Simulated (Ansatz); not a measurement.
Saddle point of GeAsH7O, singlet (GeH₄O ([OH][GeH3]) + AsH₃ → GeAsH₅ ([GeH3][AsH2]) + H₂O; bonds formed: Ge1–As7, O2–H6; bonds broken: Ge1–O2, H6–As7), PBE0-D4/def2-TZVP structure:

```xyz
10
angstrom
Ge -0.8561 0.6690 -0.8129
O 0.4497 1.1296 0.5922
H -0.1572 0.6138 -2.1645
H -1.8997 -0.4029 -0.4958
H -1.5302 2.0532 -0.6308
H 0.7904 0.1179 0.6404
As 0.7886 -1.7945 -0.1750
H 0.0829 1.4470 1.4326
H 0.1585 -2.1845 1.1601
H 2.1732 -1.6487 0.4537
```

Energies are electronic, without zero-point energy. Barriers and step energies count from the start structure reached by relaxing down the imaginary mode; all methods use the PBE0-D4 structures, on which another method's saddle can fall below an end. Program: Ansatz 0.2.0. Basis: def2-TZVPP, with def2-QZVPP for the basis limit. Cores are frozen in the correlated methods. Filled d shells of the heavier atoms are correlated. The def2 sets are not built for correlating such inner shells, so the correlated values are less sure here. B3LYP uses VWN-RPA correlation. Extrapolation: Hartree–Fock as exp(−7.88 √X), correlation as X^−2.97.

| method | barrier (eV) | step energy (eV) |
| --- | --- | --- |
| SPW92 | 0.979 | -0.339 |
| PBE-D4 | 1.279 | -0.321 |
| BLYP-D4 | 1.459 | -0.226 |
| r2SCAN-D4 | ? | -0.255 |
| B97M-V | 1.713 | -0.152 |
| PBE0-D4 | 1.451 | -0.321 |
| B3LYP-D4 | 1.587 | -0.232 |
| r2SCAN0-D4 | 1.557 | -0.281 |
| BHLYP-D4 | 1.781 | -0.217 |
| CAM-B3LYP-D4 | 1.706 | -0.167 |
| wB97X-V | 1.737 | -0.190 |
| wB97M-V | 1.610 | -0.243 |
| B2PLYP | ? | -0.189 |
| PBE-QIDH | 1.615 | -0.269 |
| RPA on PBE | ? | -0.158 |
| HF | 2.303 | -0.059 |
| MP2 | 1.667 | -0.236 |
| CCSD | 1.851 | -0.198 |
| CCSD(T) | 1.737 | -0.213 |

**Question.** Fill in the withheld barriers. (An estimate is asked for; the value comes from the calculation.)

**Answer.** By the calculation: r2SCAN-D4 1.470; RPA on PBE 1.805; B2PLYP 1.684 eV. Each is the energy of the saddle less that of the start structure, by the same method.

For comparison, the barrier by CCSD(T) at an estimated basis limit (MP2 extrapolated from triple and quadruple zeta, plus CCSD(T) − MP2 in triple zeta) is 1.652 eV.

T1 diagnostic: at most 0.013.

Labels in which every atom is bracketed show which atoms are joined, not bond orders.

For scale, one of the runs: CCSD(T)/def2-TZVPP, 225 basis functions, launched by `ansatz run in.yaml --threads 8 --pin off --events-out ev --progress --plain --max-ram 19148MiB`. Time: 98 s of wall clock on 8 CPU threads of an Arm Neoverse V1; the host was shared. Peak host memory: 3.8 GiB.
